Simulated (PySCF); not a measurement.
B2ClGeH3, CH5GeO, C2H8GeSi (calculated)

Computed with PySCF 2.14.0. Calculation on a computer-drawn molecule: the log of a Hartree-Fock and frozen-core CCSD(T) single point meant for a local Hartree-Fock minimum, with one planted fault or none, to be diagnosed. Offsets are logged minus clean, where the clean run is the same molecule without the fault. The reference is restricted for singlets and unrestricted otherwise, and also for a bond in bohr or an excited solution. Adding or removing an electron swaps singlet and doublet. The excited solution moves the top pair (singlet) or top alpha electron (doublet) to the lowest empty orbital. Highest occupied and lowest empty are orbital energies over both spins, largest force is the largest gradient component, triples share is (T) over the correlation energy, the T1 limit is 0.02 restricted and 0.045 unrestricted, electrons count all cores, a negative frequency is imaginary (commonest isotopes), and the dipole is about the centre of nuclear charge; on germanium a core potential holds 10 electrons, which the energies leave out, and 3d is frozen in MP2 and coupled-cluster steps.

Common to all runs: meant multiplicity 1; logged SCF converged yes; logged CC converged yes; logged SCF stable within its kind yes; possible faults no fault, one electron removed, one electron added, multiplicity raised by two, geometry at a saddle point, SCF held on an excited solution, minimal basis STO-3G, one bond length entered in bohr, all coordinates scaled.

(1) 
```xyz
7
formula=B2ClGeH3 meant_charge=0 meant_basis=cc-pV(D+d)Z meant_basis_and_core_potential_on_germanium=cc-pVDZ-PP_ECP10MDF logged_electrons=62 logged_basis_functions=89 logged_spin_squared=0 logged_highest_occupied=-8.7096 logged_lowest_empty=0.41251 logged_largest_force=1.406e-05 logged_lowest_frequency=81.548 logged_T1_diagnostic=0.021353 logged_D1_diagnostic=0.074736 logged_triples_share=0.032138 logged_dipole_magnitude=1.1549 logged_energy_HF=-803.97266 logged_energy_CCSD(T)=-804.41679 planted_fault=no_fault HF_energy_offset_from_clean_run=0 CCSD(T)_energy_offset_from_clean_run=0
B      0.5285     3.9923     2.3442
Ge     2.3460     3.0317     2.2927
B      1.5531     1.2754     1.5158
Cl     1.5176     1.0264    -0.2413
H      0.1644     4.6588     1.4144
H     -0.1507     3.9676     3.3345
H      1.1806     0.3603     2.1893
```

Units: logged_highest_occupied, logged_lowest_empty in eV; logged_largest_force in hartree/bohr; logged_lowest_frequency in cm⁻¹; logged_dipole_magnitude in debye; logged_energy_HF, logged_energy_CCSD(T) in hartree; HF_energy_offset_from_clean_run, CCSD(T)_energy_offset_from_clean_run in kcal/mol.

Drawn bonds:
```
atom  other atom  order
   1           2      1
   2           3      1
   3           4      1
   1           5      1
   1           6      1
   3           7      1
```

Notes: T1 above single-reference limit.

(2) 
```xyz
8
formula=CH5GeO meant_charge=-1 meant_basis=aug-cc-pVDZ meant_basis_and_core_potential_on_germanium=aug-cc-pVDZ-PP_ECP10MDF logged_electrons=52 logged_basis_functions=123 logged_spin_squared=0 logged_highest_occupied=-2.6303 logged_lowest_empty=3.9315 logged_largest_force=0.053981 logged_T1_diagnostic=0.015784 logged_D1_diagnostic=0.037399 logged_triples_share=0.034735 logged_dipole_magnitude=0.83774 logged_energy_HF=-408.97542 logged_energy_CCSD(T)=-409.51737 planted_fault=all_coordinates_scaled,by_+6.7_% HF_energy_offset_from_clean_run=14.63 CCSD(T)_energy_offset_from_clean_run=6.507
O     -0.5911     2.2027     1.3355
C     -0.3258     0.7928     0.7948
Ge    -1.8630    -0.6502     1.4512
H     -1.0436     2.0986     2.2269
H      0.7531     0.4715     1.1112
H     -0.3314     0.8904    -0.3679
H     -0.8384    -2.0318     1.4646
H     -1.6280    -0.2771     3.1263
```

Units: logged_highest_occupied, logged_lowest_empty in eV; logged_largest_force in hartree/bohr; logged_dipole_magnitude in debye; logged_energy_HF, logged_energy_CCSD(T) in hartree; HF_energy_offset_from_clean_run, CCSD(T)_energy_offset_from_clean_run in kcal/mol.

Drawn bonds:
```
atom  other atom  order
   1           2      1
   2           3      1
   1           4      1
   2           5      1
   2           6      1
   3           7      1
   3           8      1
```

(3) 
```xyz
12
formula=C2H8GeSi meant_charge=0 meant_basis=cc-pV(D+d)Z meant_basis_and_core_potential_on_germanium=cc-pVDZ-PP_ECP10MDF logged_electrons=66 logged_basis_functions=114 logged_spin_squared=2.0316 logged_highest_occupied=-6.0936 logged_lowest_empty=0.73143 logged_largest_force=0.085246 logged_T1_diagnostic=0.011346 logged_D1_diagnostic=0.034381 logged_triples_share=0.026489 logged_dipole_magnitude=1.0964 logged_energy_HF=-662.59446 logged_energy_CCSD(T)=-663.11994 planted_fault=multiplicity_raised_by_two HF_energy_offset_from_clean_run=38.21 CCSD(T)_energy_offset_from_clean_run=63.09
C     -2.4677    -1.3331    -3.1234
Si    -1.4230    -0.6632    -1.9632
Ge    -2.1391     0.9343    -0.3284
C     -1.9107     0.2618     1.5056
H     -3.5142    -1.0540    -3.1827
H     -2.1417    -2.0614    -3.8586
H     -0.0054    -1.0818    -1.9273
H     -1.3300     2.2289    -0.4979
H     -3.6155     1.2472    -0.6017
H     -2.2356     1.0184     2.2221
H     -0.8620     0.0280     1.6980
H     -2.5044    -0.6414     1.6554
```

Units: logged_highest_occupied, logged_lowest_empty in eV; logged_largest_force in hartree/bohr; logged_dipole_magnitude in debye; logged_energy_HF, logged_energy_CCSD(T) in hartree; HF_energy_offset_from_clean_run, CCSD(T)_energy_offset_from_clean_run in kcal/mol.

Drawn bonds:
```
atom  other atom  order
   1           2      2
   2           3      1
   3           4      1
   1           5      1
   1           6      1
   2           7      1
   3           8      1
   3           9      1
   4          10      1
   4          11      1
   4          12      1
```
